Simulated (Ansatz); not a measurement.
Consider the cleavage of the Si–Si bond: `C[Si](N)([SiH3])Cl` + `[CH2]1[NH][AlH]1` → `[SiH3][N]1[CH2][AlH]1` + `C[SiH](N)Cl`.

Gas-phase electronic energies from Ansatz, PBE0-D4/def2-TZVP geometries. CCSD(T)/CBS is the MP2 limit (def2-TZVPP, def2-QZVPP) plus CCSD(T) − MP2 in def2-TZVPP, frozen cores. DFT in def2-TZVPP. Each species was taken in one conformer, which may not be the lowest.

```tsv
level	ΔE (kcal/mol)
revPBE-D4	-13.0
ωB97X-V	-17.1
```

(1) What does CCSD(T)/CBS give? (Estimate.)

Largest T1 diagnostic among the species: 0.015.

Answers

(1) Computed: -17.8 kcal/mol. The listed levels differ from it by 4.8, 0.7 kcal/mol.

From r2SCAN to r2SCAN0 (25 % exact exchange), in def2-TZVPP and without D4, ΔE moves by −0.8 kcal/mol. Leaving LDA and LC-ωPBE aside and taking each functional with its dispersion term where it has one, the values, not all of them listed here, spread over 6.7 kcal/mol, from BHLYP-D4 to PBE-D4. In def2-TZVPP, CCSD(T) changes the Hartree–Fock value by +4.9 kcal/mol (the triples alone add +0.6 kcal/mol) and MP2 by +3.0 kcal/mol.

CCSD(T)/CBS has its own doubt, a few kJ/mol and more with outer-core shells, so smaller differences from it don't rank the levels.
